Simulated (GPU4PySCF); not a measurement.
C₁₂F₄N₄, SMILES N#CC(C#N)=c1c(F)c(F)c(=C(C#N)C#N)c(F)c1F.

The structure is a stationary point at PBE-D3(BJ)/def2-TZVP.

Level of theory: PBE-D3(BJ)/def2-TZVP in GPU4PySCF.

Frequencies are harmonic and unscaled.

| mode | ν (cm⁻¹) | IR (km/mol) | moving atoms (share of kinetic energy) |
|---|---|---|---|
| 1 | 33 | 4.0 | N 44 %, F 30 %, C 27 % |
| 2 | 36 | 0.0 | N 82 %, C 18 % |
| 3 | 42 | 0.0 | N 52 %, F 36 %, C 12 % |
| 4 | 83 | 0.0 | F 65 %, N 17 %, C 17 % |
| 5 | 102 | 3.5 | N 72 %, C 20 %, F 8 % |
| 6 | 119 | 0.0 | F 94 % |
| 7 | 135 | 0.0 | N 94 % |
| 8 | 151 | 0.0 | N 56 %, F 28 %, C 16 % |
| 9 | 152 | 8.4 | N 85 %, C 10 % |
| 10 | 162 | 14.4 | C 51 %, F 34 %, N 14 % |
| 11 | 210 | 0.0 | C 58 %, N 25 %, F 17 % |
| 12 | 240 | 0.0 | F 40 %, C 37 %, N 23 % |
| 13 | 250 | 7.4 | C 76 %, N 17 % |
| 14 | 250 | 2.0 | C 49 %, N 30 %, F 20 % |
| 15 | 292 | 0.0 | C 43 %, F 42 %, N 15 % |
| 16 | 312 | 2.9 | F 73 %, C 19 % |
| 17 | 325 | 0.5 | F 90 % |
| 18 | 336 | 0.0 | F 60 %, C 26 %, N 14 % |
| 19 | 365 | 0.0 | C 84 %, F 9 % |
| 20 | 409 | 0.0 | C 87 %, F 10 % |
| 21 | 414 | 0.0 | C 82 %, N 17 % |
| 22 | 415 | 0.0 | F 62 %, C 36 % |
| 23 | 439 | 0.0 | C 87 %, N 10 % |
| 24 | 451 | 0.0 | C 79 %, N 17 % |
| 25 | 466 | 0.1 | C 75 %, N 20 % |
| 26 | 483 | 0.0 | F 67 %, C 30 % |
| 27 | 489 | 0.1 | F 45 %, C 42 %, N 13 % |
| 28 | 569 | 3.4 | C 95 % |
| 29 | 612 | 0.0 | C 96 % |
| 30 | 617 | 0.6 | C 81 %, N 18 % |
| 31 | 618 | 0.0 | C 81 %, N 18 % |
| 32 | 635 | 0.0 | C 95 % |
| 33 | 691 | 0.0 | C 99 % |
| 34 | 691 | 0.4 | C 99 % |
| 35 | 764 | 0.0 | C 84 %, F 11 % |
| 36 | 796 | 33.5 | C 60 %, F 27 %, N 13 % |
| 37 | 881 | 0.0 | C 76 %, N 16 % |
| 38 | 974 | 109.9 | C 61 %, F 35 % |
| 39 | 1130 | 0.0 | C 67 %, F 32 % |
| 40 | 1135 | 10.6 | C 86 %, F 9 % |
| 41 | 1188 | 0.0 | C 83 %, N 14 % |
| 42 | 1188 | 10.2 | C 81 %, N 14 % |
| 43 | 1283 | 0.0 | C 79 %, F 19 % |
| 44 | 1334 | 134.9 | C 87 %, F 12 % |
| 45 | 1374 | 84.7 | C 95 % |
| 46 | 1441 | 0.0 | C 98 % |
| 47 | 1447 | 0.0 | C 97 % |
| 48 | 1517 | 22.3 | C 99 % |
| 49 | 1557 | 257.6 | C 96 % |
| 50 | 1639 | 0.0 | C 98 % |
| 51 | 2212 | 0.1 | C 63 %, N 37 % |
| 52 | 2212 | 11.2 | C 63 %, N 37 % |
| 53 | 2233 | 0.0 | C 63 %, N 37 % |
| 54 | 2238 | 0.8 | C 63 %, N 37 % |
